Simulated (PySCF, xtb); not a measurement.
HfO, SMILES [O]=[Hf], multiplicity 1.

xtb 6.7.1 with GFN2-xTB at its own geometry gives an orbital gap of 1.59 eV and a dipole moment of 7.38 D.

Geometry: B3LYP-D3(BJ)/def2-TZVPD. The spin state was assumed, not searched. The def2 effective core potentials stand for the cores of Hf; spin–orbit coupling is left out.

**Question.** What does B3LYP/def2-TZVPD run with PySCF give? (The exact figures need the calculation; the answer reports its results.)

**Answer.** gap 3.06 eV (levels -5.70 and -2.64 eV), dipole 3.61 D.
